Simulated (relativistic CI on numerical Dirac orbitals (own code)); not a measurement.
## Electric-dipole transitions in Mo³⁺

These numbers are calculated, not measured: Dirac-Coulomb-Breit CI, orbitals from a KLI potential per configuration, a model potential for QED, valence Slater integrals scaled by 0.85, P86 correlation energy added to each configuration (own radial code, finite nucleus).

CI space (outside the closed core [Ar] 3d10): 4s²4p⁶4d³, 4s²4p⁶4d²5s, 4s²4p⁶4d²5p, 4s²4p⁶4d²4f, 4s²4p⁶4d²6s, 4s²4p⁶4d²5d, 4s²4p⁶4d5s5p, 4s²4p⁵4d⁴, 4s²4p⁶4d²6p, 4s²4p⁶4d²6d, 4s²4p⁶4d²7s, 4s²4p⁶4d²5f, 4s²4p⁶4d²7p, 4s²4p⁶4d²5g, 4s²4p⁶4d²7d, 4s²4p⁶4d4f5s, 4s²4p⁵4d³4f, 4s²4p⁶4d5p5d, 4s4p⁶4d⁴, 4s²4p⁶4d5s², 4s²4p⁶5s²5p, 4s²4p⁶4f5s², 4s²4p⁶5s²6s, 4s²4p⁶5s²5d, 4s²4p⁶4d4f², 4s²4p⁶4f²5s, 4s²4p⁶4f²5p, 4s²4p⁶4f³, 4s²4p⁶4f²6s, 4s²4p⁶4f²5d, 4s²4p⁶4d5p², 4s²4p⁶5s5p², 4s²4p⁶5p³, 4s²4p⁶4f5p², 4s²4p⁶5p²6s, 4s²4p⁶5p²5d, 4s²4p⁶4d5s5d, 4s²4p⁶5s5p5d, 4s²4p⁶4f5s5d, 4s²4p⁶5s5d6s, 4s²4p⁶5s5d², 4s²4p⁶4d4f5p, 4s²4p⁶4f5s5p, 4s²4p⁶4f5p6s, 4s²4p⁶4f5p5d. Double excitations out of closed p, d and f shells are left out; levels of such configurations are missing from the list, as are those of other unlisted configurations, and high levels can miss mixing partners. These lack a partner that the ground configuration has and come out too high: 4s²4p⁶4d²6p, 4s²4p⁶4d²6d, 4s²4p⁶4d²7s, 4s²4p⁶4d²5f, 4s²4p⁶4d²7p.

```csv
λ vac (Å),Lower,Upper,A (s⁻¹),gf,Branching (%)
1959.0,4s²4p⁶4d²5s ⁴F9/2 [23],4s²4p⁶4d²5p ⁴F°9/2 [45],4.31e+08,2.48e+00,16.1
1961.5,4s²4p⁶4d²5s ⁴F9/2 [23],4s²4p⁶4d²5p ⁴G°11/2 [44],6.42e+08,4.44e+00,73.0
2000.9,4s²4p⁶4d²5s ⁴F7/2 [22],4s²4p⁶4d²5p ⁴G°9/2 [40],4.24e+08,2.54e+00,44.2
2038.0,4s²4p⁶4d²5s ²F5/2 [24],4s²4p⁶4d²5p ²G°7/2 [52],4.49e+08,2.24e+00,15.6
2039.1,4s²4p⁶4d²5s ⁴F5/2 [21],4s²4p⁶4d²5p ⁴G°7/2 [37],3.71e+08,1.85e+00,41.4
2057.1,4s²4p⁶4d²5s ²F7/2 [25],4s²4p⁶4d²5p ²G°9/2 [54],4.21e+08,2.67e+00,15.0
```

Terms are leading LS components. Brackets give the number of a level in order of energy, since labels repeat. The list gives strong lines, with weight on those to low levels, without lines whose two gauges differ by over a factor of 2.5, among the lowest 400 of 3116 levels, so that lines to higher ones, which can be the strongest, are missing, and without lines across small gaps between configurations, and without 378 lines that miss the measured interval by over 3.5 %, start from a term whose rates miss tabulated ones by over 60 %, have gauges far apart or, lacking measured levels, span too small a gap for the errors found; lines with a level outside our table were not tested and can miss by more. Levels whose partners in the same complex of configurations lie outside the list can be far off, and so can their lines. Rates are taken at the computed energies, electric ones in the length gauge.

For a near-neutral ion this model can misplace configurations by up to about 10,000 cm⁻¹ (more where the count of f electrons changes) and terms by 10 to 25 % of their spread. Rates follow the energies as ν³ (E1, M1) or ν⁵ (E2), so they and the lifetimes can be off by large factors. The fine structure of a lone outer electron comes out too small, for d and f at times inverted, and misplaced configurations move strength between like terms. 58 of the 64 excited levels that our extract of the measured tables holds in this range could be paired (the sources list more); they are missed by 4571 cm⁻¹ on average and 6983 at most, and levels without a partner can miss by more. Some levels of the ground configuration have no partner and can miss by 10 % or more.

LS names give the leading component of a level, which can be under half, so a name can repeat, a term be missing and a line seem to break the LS rules.
